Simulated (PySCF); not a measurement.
Molecule: C2H5Cl3Si3, SMILES C#C[SiH2][SiH2][Si](Cl)(Cl)Cl. Atoms near the plane z = 1.5 Å, at the GFN2-xTB optimised geometry (x, y, z in Å): Si4 (1.3, -0.3, 0.0), Si5 (-1.0, -0.3, 0.0), Cl6 (-1.9, -1.2, 1.6), Cl8 (-1.7, 1.7, 0.0), H12 (1.7, 0.4, 1.3), H13 (1.7, -1.7, 0.1).

Computed with PBE0/def2-TZVP in PySCF. Cells within 0.4 Å of a nucleus heavier than hydrogen are left out (blank, or x). The values are rescaled to run from 0 to 1.

```
|66666666666666666666666666666|
|66666666666666666666666666666|
|66666666666666666666666666666|
|66666666666666666666666666666|
|66666666666666666666666666666|
|66666665566666655555566666666|
|66666555555666555555556666666|
|66665555555666555555555666666|
|66655555556666655555555666666|
|66655555566666655555555666666|
|66655555666666665554455666666|
|66665556667777665544445666666|
|66666556667787766544345666666|
|66666555667888776554445666666|
|66666555567888877655556666666|
|66666543346789887665566666666|
|66676642124688887766666666666|
|6677775x103578887766666666666|
|677889xxx01467877766666666666|
|6778999xx02467777766666666666|
|67788986323466777666666666666|
|67778886444566666666666666666|
|66777776555566666666666666666|
|66677776666666666666666666666|
|66666666666666666666666666666|
|66666666666666666666666666666|
|66666666666666666666666666666|
|66666666666666666666666666666|
|66666666666666666666666666666|
```
Scale: ten equal steps from 0.000 (start of '0') to 1.00 (end of '9'), in the order '0123456789'; x runs from -4.00 to 4.00, y from -4.00 (bottom) to 4.00 (top).

Q: Which quantity is mapped?
A) deformation density (molecule minus spherical neutral atoms)
B) log10 of the electron density
C) an orbital amplitude
D) electrostatic potential

A: C, an orbital amplitude. In full: LUMO amplitude (bohr^(-3/2)).
